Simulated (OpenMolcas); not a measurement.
**Au4+: from CASSCF to CASPT2**

* Program: OpenMolcas 26.06
* Basis: ANO-RCC-VQZP [9s8p6d4f2g1h]
* Scalar Hamiltonian: DKH2, point nucleus
* Active space: 7 electrons in 5 orbitals (5d)
* State averaging: 2S+1 = 4 even, 10 roots; 2S+1 = 2 even, 40 roots
* Spin-orbit coupling: state interaction with AMFI integrals over the reference wave functions, term energies averaged over their components

Methods on the same reference wave functions:
A. CASSCF
B. SS-CASPT2, IPEA 0.25 Eh, imaginary shift 0.1 Eh (closed shells correlated: 5s 5p)
C. MS-CASPT2, IPEA 0.25 Eh, imaginary shift 0.1 Eh (closed shells correlated: 5s 5p)

Energies in cm-1 above 5d7 4F 9/2.

```tsv
Level	A	B	C
5d7 4F 9/2	0.0	0.0	0.0
5d7 4F 7/2	11707	11960	11960
5d7 4P 5/2 [72 %]	22761	20310	20300
5d7 2G 9/2 [55 %]	23302	21650	21720
5d7 4P 1/2 [66 %]	27271	24350	24070
5d7 2H 11/2	30854	28480	28700
5d7 2G 7/2	32200	29810	29810
5d7 2D 5/2(1) [66 %]	37498	34910	34950
5d7 2P 1/2 [66 %]	43118	40400	39830
5d7 2H 9/2 [70 %]	43447	41270	41430
5d7 2F 5/2	44663	38470	38370
5d7 2F 7/2	52426	46870	46860
5d7 2D 3/2(2) [70 %]	70730	63660	64150
5d7 2D 5/2(2)	75296	67240	67160
```

Between B and C the level of the table that moves most is 5d7 2P 1/2 [66 %], by 570 cm-1 (lowest in C, highest in B). Moves below CASPT2's spread within the term are not significant.

From A to B the spin-free energies of the other terms of 5d7 shown, above 4F, scale by factors of 0.76 to 0.87, as is usual when dynamic correlation screens the repulsion within a d or f shell.

The lowest spin-free term lies below A's lowest term by 0.427 hartree in B, 0.427 hartree in C.

CASPT2 does not keep the components of a term degenerate, so their means are used; among the terms shown or strongly mixed into the levels shown the widest spread is 810 cm-1 (5d7 4F, C). Without dynamic correlation excited terms often stand tens of per cent too high (terms of higher spin than the ground term too low), and those without a measured partner can miss by more than the paired ones (holds for A). The CASPT2 spread within a term exceeds the gap to the next term for 5d7 2P and 5d7 2H, so the order of their levels is uncertain (holds for B). Levels of configurations outside the active space are missing. The table leaves out levels that lie high or whose names do not pair safely across all columns.

A share in square brackets marks a mixed level and gives the weight of the term that names it, the lowest over the columns. A number in round brackets counts repeated terms of one configuration in the order of the reference energies.
